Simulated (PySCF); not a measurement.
## Löwdin shares of the frontier orbitals

C8H5NS.
Geometry (GFN2-xTB, Å), atoms numbered from 1 in this order:
```
atom  x, y, z in Å
C1    -3.8223   -0.1000   -0.1066
C2    -2.3822   -0.0678   -0.0660
C3    -1.1783   -0.0182   -0.0382
C4     0.2174    0.0083    0.0031
C5     1.0432    1.0843   -0.2208
C6     2.4002    0.7681   -0.1000
C7     2.6138   -0.5526    0.2171
C8     3.8403   -1.1883    0.4077
N9     4.8537   -1.7061    0.5629
S10    1.1201   -1.4310    0.3714
H11   -4.2320    0.5520    0.6653
H12   -4.1761   -1.1167    0.0626
H13   -4.1744    0.2415   -1.0802
H14    0.6700    2.0632   -0.4628
H15    3.2024    1.4712   -0.2375
```

Computed, not measured: TDDFT PBE0/def2-SVPD, vertical, gas phase, core orbitals frozen in the response (PySCF).

Frontier orbitals with the atoms that hold most of them (Löwdin shares over 4%, at most four atoms; ? is withheld):

| orbital | ε (eV) | atoms |
| --- | --- | --- |
| HOMO-3 | -8.97 | C3 22%, C2 16%, N9 14%, C8 9% |
| HOMO-2 | -8.22 | C3 38%, C2 36%, C1 8%, C4 5% |
| HOMO-1 | -8.09 | S10 46%, C5 18%, C6 17%, C4 8% |
| HOMO | ? | ? |
| LUMO | -2.14 | ? |
| LUMO+1 | -0.24 | S10 54%, C7 11%, C8 7%, C4 7% |
| LUMO+2 | -0.07 | S10 19%, N9 14%, C2 14%, C3 12% |

Problem. Which atoms hold the HOMO, and with what shares?

Solution. C2 (bonded to 2 C) 17%; C7 (bonded to 2 C and S) 16%; C4 (bonded to 2 C and S) 14%; C3 (bonded to 2 C) 13%.

Problem. Give the leading atoms of the LUMO.

Solution. S10 (bonded to 2 C) 17%; C4 (bonded to 2 C and S) 16%; C7 (bonded to 2 C and S) 14%; C6 (bonded to 2 C and H) 11%. By element: carbon 41% or more, sulfur 17%.

Problem. What is the HOMO energy, and the HOMO–LUMO gap?

Solution. ε(HOMO) = -6.86 eV; the gap is 4.72 eV (0.1734 hartree).

Problem. How does S1 compare with the orbital gap of 4.72 eV?

Solution. S1 is at 4.24 eV (f = 0.473), 0.47 eV below the gap, made of HOMO→LUMO (96%). 

Problem. One configuration dominates each of S1, S2, S3 and S4. Which, and how do the shares of the two leading atoms of either orbital change from the occupied to the empty one?

Solution. 
- S1 (4.24 eV, f 0.473), HOMO→LUMO (96%): C2 17% → at most 11%, C7 16% → 14%, S10 at most 14% → 17%, C4 14% → 16%
- S2 (4.75 eV, f 0.0000), HOMO-2→LUMO (96%): C3 38% → at most 11%, C2 36% → at most 11%, S10 at most 6% → 17%, C4 5% → 16%
- S3 (5.13 eV, f 0.044), HOMO-1→LUMO (83%): S10 46% → 17%, C5 18% → at most 11%, C4 8% → 16%
- S4 (5.33 eV, f 0.0001), HOMO→LUMO+1 (97%): C2 17% → at most 8%, C7 16% → 11%, S10 at most 14% → 54%

Löwdin shares depend on the basis, the more so with diffuse functions.

Hardware: an x86-64 server with one thread (shared host). Cost: 69 s of wall time.
